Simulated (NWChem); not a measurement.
System: CH₃BrGeO, singlet; SMILES [O]([Ge][Br])C

The following NWChem deck was run.

```
start job
memory heap 200 mb stack 900 mb global 1100 mb
geometry units angstroms
  Ge     0.188592    -0.708129     0.820338
  Br     0.558284     1.115816    -0.661569
  O     -1.344639    -1.298054     0.257308
  C     -2.391847    -1.134624    -0.673458
  H     -2.188147    -0.300146    -1.349215
  H     -2.506943    -2.038584    -1.237594
  H     -3.331060    -0.928826    -0.116366
end
basis spherical
  * library def2-svp
end
dft
  xc pbe0
  iterations 150
end
driver
  maxiter 120
end
task dft optimize
task dft freq
```

Low-valent species are run as closed-shell singlets; no triplet was tried in these runs. This build's default masses of Se (78.918 u) and Br (79.917 u) are each other's, which moves their modes by up to 0.6 %.

The level has its own optimisation; frequencies are unscaled.

### Question
Predict the main results of this run. (PBE0/def2-SVP.) Quantities: r Br–Ge (Å); r Ge–O (Å); r C–O (Å); r C–H (Å); highest harmonic frequency (cm⁻¹); lowest (cm⁻¹); zero-point energy (kcal/mol); dipole (D).

### Answer
```
Quantity                           Result
---------------------------------  ------
r Br–Ge (Å)                         2.384
r Ge–O (Å)                          1.766
r C–O (Å)                           1.403
r C–H (Å)                           1.103
highest harmonic frequency (cm⁻¹)    3133
lowest (cm⁻¹)                          81
zero-point energy (kcal/mol)         26.8
dipole (D)                           1.39
```
